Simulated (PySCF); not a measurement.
A structure optimised at PBE-D3(BJ)/def2-SVP, used in a PySCF frequency run:

```xyz
11

C     -2.2466     0.5661    -1.2738
C     -1.5381    -0.3995    -0.6540
Si     0.2381    -0.1583    -0.1786
N      0.9225     1.1750    -1.0191
F      1.0025    -1.5875    -0.4446
Cl     0.4897     0.2268     1.8450
H     -1.7918     1.5437    -1.5100
H     -3.3018     0.4255    -1.5657
H     -2.0253    -1.3646    -0.4251
H      1.7311     1.6573    -0.6210
H      0.9582     1.1626    -2.0414
```

Task: Write its SMILES and formula.

Result: C=C[Si](N)(F)Cl, C2H5ClFNSi

Task: What are its rotational constants (standard atomic weights)?

Result: 2.7454, 1.6788, 1.5129 GHz
